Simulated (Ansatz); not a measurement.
Zn2O2. Total charge 0; singlet. Geometry relaxed at PBE0-D4/def2-SVP.

```tsv
atom	x (Å)	y (Å)	z (Å)
Zn1	1.014	-1.125	0.271
Zn2	0.756	1.019	-0.871
O3	-0.813	-0.550	0.621
O4	-0.958	0.656	-0.021
```

The structure holds one bond between oxygen atoms, so isomers without such links may lie far lower. The restricted singlet is unstable towards broken spin symmetry at other levels; at PBE0-D4/def2-SVP this wasn't settled. At PBE0-D4/def2-TZVP a triplet of charge 0 lies 0.20 eV below the restricted singlet, each at its own geometry. The structure comes from a short search, and lower isomers may exist.

Task: Estimate the harmonic wavenumbers at RKS PBE0-D4/def2-SVP (Ansatz, unscaled). Is this a minimum?

Result: 134, 188, 221, 415, 510, 966 cm⁻¹. Yes, no mode is imaginary beyond noise. Zero-point energy 14.6 kJ/mol. Run time 23 s (2 threads of Arm Neoverse V1 on a shared host).
